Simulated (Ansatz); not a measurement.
Basis-set series for CH$_{7}$BN$_{2}$O, SMILES `NB(N)CO`. Total charge 0; spin multiplicity 1. The structure was optimised at the PBE0-D4/def2-TZVP level. It is one conformer, not always the lowest.

| functional | basis | functions | energy (Eh) | HOMO (eV) | LUMO (eV) |
| --- | --- | --- | --- | --- | --- |
| PBE0-D4 | def2-TZVPP | 253 | -251.80396 | -6.97 | 0.77 |
| PBE0-D4 | def2-QZVPP | 495 | -251.81922 | -7.03 | 0.43 |
| ωB97M-V | def2-TZVPP | 253 | -251.98978 | -9.35 | 2.04 |
| ωB97M-V | def2-QZVPP | 495 | -252.00437 | -9.41 | 1.51 |

(1) Give the rows for def2-SVP. (Estimate.)

Answers

(1) The calculation gave: 
```csv
functional,basis,functions,energy (Eh),HOMO (eV),LUMO (eV)
PBE0-D4,def2-SVP,105,-251.50792,-6.69,1.72
ωB97M-V,def2-SVP,105,-251.68307,-9.07,3.33
```

Positive LUMOs are unbound and depend on the basis.

Program: Ansatz 0.2.0.
